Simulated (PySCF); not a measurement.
C₂H₆BCl, singlet, geometry from GFN2-xTB; PBE/6-31G, polarisability (PySCF).

The PySCF input:
```python
from pyscf import gto, scf, dft
from pyscf.prop import polarizability

mol = gto.M(
    atom='''
B    -0.341209   -0.054941    0.069220
Cl    1.317371    0.211657   -0.266234
C    -0.740284   -0.969385    1.294242
H    -1.682794   -1.488577    1.137144
H    -0.877596   -0.345792    2.178685
H     0.018587   -1.704934    1.550219
C    -1.429621    0.620646   -0.855566
H    -2.361010    0.816921   -0.329983
H    -1.675543   -0.055972   -1.675035
H    -1.091480    1.547323   -1.313216
''',
    basis='6-31g',
    charge=0,
    spin=0,
    verbose=3,
)

mf = dft.RKS(mol)
mf.xc = 'pbe'
mf.kernel()
alpha = mf.Polarizability().polarizability()[2, 2]
print('alpha_zz =', alpha)
```

Q: Write the output that PySCF gives for this input, abridged.

A: 
```
site-packages/pyscf/prop/efg/rhf.py:45: UserWarning: Module EFG is under testing
  warnings.warn('Module EFG is under testing')
site-packages/pyscf/prop/efg/dhf.py:30: UserWarning: Module EFG is under testing
  warnings.warn('Module EFG is under testing')
site-packages/pyscf/prop/zfs/uhf.py:40: UserWarning: Module ZFS is under testing
  warnings.warn('Module ZFS is under testing')
site-packages/pyscf/prop/gtensor/uhf.py:43: UserWarning: Module g-tensor is under testing
  warnings.warn('Module g-tensor is under testing')
site-packages/pyscf/prop/gtensor/uks.py:41: UserWarning: Module g-tensor is under testing
  warnings.warn('Module g-tensor is under testing')
site-packages/pyscf/prop/hfc/uks.py:35: UserWarning: Module HFC is under testing
  warnings.warn('Module HFC is under testing')
site-packages/pyscf/prop/magnetizability/rhf.py:39: UserWarning: Module magnetizability is under testing
  warnings.warn('Module magnetizability is under testing')
site-packages/pyscf/prop/magnetizability/uhf.py:37: UserWarning: Module magnetizability is under testing
  warnings.warn('Module magnetizability is under testing')
site-packages/pyscf/prop/magnetizability/rks.py:37: UserWarning: Module magnetizability is under testing
  warnings.warn('Module magnetizability is under testing')
site-packages/pyscf/prop/magnetizability/uks.py:39: UserWarning: Module magnetizability is under testing
  warnings.warn('Module magnetizability is under testing')
site-packages/pyscf/prop/polarizability/uhf.py:34: UserWarning: Module polarizability is under testing
  warnings.warn('Module polarizability is under testing')
site-packages/pyscf/prop/polarizability/rks.py:29: UserWarning: Module polarizability is under testing
  warnings.warn('Module polarizability is under testing')
site-packages/pyscf/prop/polarizability/uks.py:29: UserWarning: Module polarizability is under testing
  warnings.warn('Module polarizability is under testing')
converged SCF energy = -564.518598046604
alpha_zz = 37.88154247429601
```
